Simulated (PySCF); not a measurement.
CH4ClNOSi2, SMILES Cl[Si@H]1N=CO[SiH2]1.

Geometry optimised at PBE-D3(BJ)/def2-SVP. The structure was generated by enumeration; whether it is a known compound was not checked.

Method: PBE/def2-TZVP (PySCF).

Gas-phase values at a fixed geometry.

Computed frontier levels, gap, dipole moment and polarisability:
| Property | Result |
|---|---|
| highest occupied level | -6.34 eV |
| lowest empty level | -2.13 eV |
| orbital gap | 4.21 eV |
| dipole moment | 1.91 D |
| quadrupole, principal values (traceless, Buckingham form, about the centre of nuclear charge) | -4.10, -0.39, 4.49 D·Å |
| mean static polarisability | 86.8 bohr³ (12.87 Å³) |
| polarisability, principal values | 71.3, 86.6, 102.6 bohr³ |
